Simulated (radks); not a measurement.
Values are calculated unless marked as measured or tabulated.
Question: Hg63+, configuration [Ne] 3s2 3p5 (the NIST ground configuration). Code: a radial shooting solver on a logarithmic mesh with Libxc functionals. Model: Dirac Kohn-Sham, PBE, spin-unpolarised, spherical densities, point nucleus; open shells are shared between the two j in proportion to 2j + 1. Some entries of the table are withheld. Estimate them.

orbital     occ.  eigenvalue (hartree)  <r> (bohr)
1s1/2          2                   (1)     0.01658
2s1/2          2                   (2)         (3)
2p1/2          2                   (4)         (5)
2p3/2          4                   (6)         (7)
3s1/2          2             -284.4873      0.1681
3p1/2    1.66667             -276.9236      0.1576
3p3/2    3.33333             -257.8076      0.1704

Answer: 
(1) 1s1/2 eigenvalue (hartree): -3238.313
(2) 2s1/2 eigenvalue (hartree): -720.8582
(3) 2s1/2 <r> (bohr): 0.06859
(4) 2p1/2 eigenvalue (hartree): -700.7705
(5) 2p1/2 <r> (bohr): 0.05638
(6) 2p3/2 eigenvalue (hartree): -627.8591
(7) 2p3/2 <r> (bohr): 0.06479
